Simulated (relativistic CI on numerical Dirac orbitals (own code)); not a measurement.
**Ligand-field terms of d2**

Computed with a parametric ligand-field model of a d^n configuration (Racah B and C, spin-orbit zeta, crystal field), exact diagonalisation.

Field parameters in Wybourne normalisation: D4h B²₀ = −7Ds, B⁴₀ = 21(Dq − Dt), B⁴₄ = 21√(5/14) Dq; Td as Oh with Dq negative (B⁴₀ = 21Dq, B⁴₄ = √(5/14) B⁴₀). The field is a parameter set, without covalency.

Problem. Ground term and bands for B = 310, C = 1510, ζ = 0 cm⁻¹, D4h, 10Dq = 19350, Ds = 3000, Dt = 390 cm⁻¹?

Solution. Ground term 3A2 with 0.00 electrons in the two orbitals of the cubic e set. Spin-allowed: 3E 6787 cm⁻¹ (1473 nm), 3E 14487 cm⁻¹ (690 nm), 3B2 18665 cm⁻¹ (536 nm), 3E 26772 cm⁻¹ (374 nm). Lowest spin-forbidden: 1B2 4915 cm⁻¹ (2034 nm), 1B1 4945 cm⁻¹ (2022 nm), 1A1 8626 cm⁻¹ (1159 nm).

Problem. Ground term and bands for B = 930, C = 4780, ζ = 0 cm⁻¹, Td, 10Dq = -6100 cm⁻¹?

Solution. Ground term 3A2 with 2.00 electrons in the two orbitals of the cubic e set. Spin-allowed: 3T2 6100 cm⁻¹ (1639 nm), 3T1 10431 cm⁻¹ (959 nm), 3T1 21819 cm⁻¹ (458 nm). Lowest spin-forbidden: 1E 16252 cm⁻¹ (615 nm), 1T2 21847 cm⁻¹ (458 nm), 1A1 24624 cm⁻¹ (406 nm). With an A2 ground term the first spin-allowed band lies at |10Dq| itself.

Problem. A d2 ion in Td symmetry has the ground term 3A2 and bands at 3T2 1450 cm⁻¹, 3T1 2585 cm⁻¹, 1E 13077 cm⁻¹ (765 nm), 1T2 14109 cm⁻¹ (709 nm), 3T1 16315 cm⁻¹ (613 nm), 1A1 19989 cm⁻¹ (500 nm). Which parameters reproduce them?

Solution. B = 970, C = 3630, ζ = 0 cm⁻¹, Td, 10Dq = -1450 cm⁻¹.

Problem. Ground term and bands for B = 610, C = 3060, ζ = 0 cm⁻¹, D4h, 10Dq = 15050, Ds = 3000, Dt = 890 cm⁻¹?

Solution. Ground term 3A2 with 0.01 electrons in the two orbitals of the cubic e set. Spin-allowed: 3E 2753 cm⁻¹, 3B2 6315 cm⁻¹ (1583 nm), 3E 8356 cm⁻¹ (1197 nm), 3E 21187 cm⁻¹ (472 nm). Lowest spin-forbidden: 1B2 9643 cm⁻¹ (1037 nm), 1B1 10025 cm⁻¹ (997 nm), 1E 13375 cm⁻¹ (748 nm).

Problem. Ground term and bands for B = 720, C = 3250, ζ = 0 cm⁻¹, D4h, 10Dq = 27200, Ds = -1500, Dt = -200 cm⁻¹?

Solution. Ground term 3E with 0.01 electrons in the two orbitals of the cubic e set. Spin-allowed: 3A2 3296 cm⁻¹ (3034 nm), 3E 26589 cm⁻¹ (376 nm), 3B2 29018 cm⁻¹ (345 nm), 3A2 31340 cm⁻¹ (319 nm). Lowest spin-forbidden: 1A1 9417 cm⁻¹ (1062 nm), 1E 11077 cm⁻¹ (903 nm), 1B2 14565 cm⁻¹ (687 nm).
